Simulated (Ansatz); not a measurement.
**Ligand exchange: SiH(NH2)(SiH3)2 + B(CH3)(NH2)2 → Si(NH2)2(SiH3)2 + BH(CH3)(NH2)**

Species: SiH(NH2)(SiH3)2, singlet; B(CH3)(NH2)2, singlet; Si(NH2)2(SiH3)2, singlet; BH(CH3)(NH2), singlet. The partners trade H for NH2: Si–H and B–NH2 bonds give way to Si–NH2 and B–H.

Shapes, held fixed at every level: PBE0-D4/def2-TZVP. Flexible molecules stand in one conformer, not always the lowest. Programs: Ansatz 0.2.0. Electronic energies: no zero-point or thermal term.

**Question.** Estimate ΔE of this reaction.

**Answer.** The highest level, CCSD(T)/CBS estimate, gives ΔE = +30.3 kJ/mol; the levels span +30.3 to +34.0. The column of differences is taken from that level and isn't an error. No measured value is set beside it here. The CBS estimate extrapolates MP2 from def2-TZVPP and def2-QZVPP and adds CCSD(T) − MP2 in the triple-zeta set, cores frozen.

| level | kind | ΔE (kJ/mol) | less CCSD(T)/CBS estimate |
| --- | --- | --- | --- |
| PBE-D4/def2-TZVPP | GGA | +31.3 | +1.0 |
| r2SCAN-D4/def2-TZVPP | meta-GGA | +31.5 | +1.2 |
| B3LYP-D4/def2-TZVPP | global hybrid | +30.5 | +0.2 |
| PBE0-D4/def2-TZVPP | global hybrid | +34.0 | +3.7 |
| wB97X-V/def2-TZVPP | range-separated hybrid | +33.1 | +2.8 |
| B2PLYP/def2-TZVPP | double hybrid | +32.4 | +2.1 |
| CCSD(T)/CBS estimate | coupled cluster or CI | +30.3 | 0.0 |
